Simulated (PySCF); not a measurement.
Q: Give a PBE0-D3(BJ)/def2-SVP geometry of `C[Si@H]([GeH3])C=C`.

A: 
```xyz
15
C3H10GeSi angstrom
C     -0.6169    0.9401   -1.9515
C     -0.9301   -0.1798   -1.2905
Si     0.0222   -0.8949    0.1592
C     -1.1115   -1.1147    1.6487
Ge     1.8631    0.5159    0.7159
H     -1.2168    1.3065   -2.7922
H      0.2556    1.5497   -1.6879
H     -1.8233   -0.7299   -1.6207
H      0.5629   -2.2388   -0.2317
H     -1.5186   -0.1452    1.9742
H     -0.5681   -1.5636    2.4941
H     -1.9570   -1.7745    1.3976
H      2.5536    0.0145    2.0008
H      1.3963    1.9644    0.9751
H      2.9228    0.5590   -0.4031
```

Orientation and origin are arbitrary. Atoms count from 1 in this order. Si3 (SiH silicon) is tetrahedral (angles from 108.2° to 110.5°). Ge5 (germanium bonded to Si and 3 H) is tetrahedral (angles from 107.5° to 112.2°).

Bonds between heavy atoms (Å): C1=C2 1.338, C2–Si3 1.876, Si3–C4 1.885, Si3–Ge5 2.385.

Level of theory: PBE0-D3(BJ)/def2-SVP geometry optimisation, gas phase (PySCF).

Point group: C1 (no symmetry element, even within 0.4 Å). Stationary, but not proved a minimum. The numbers are those of one conformer (C1–C2–Si3–C4 124°).
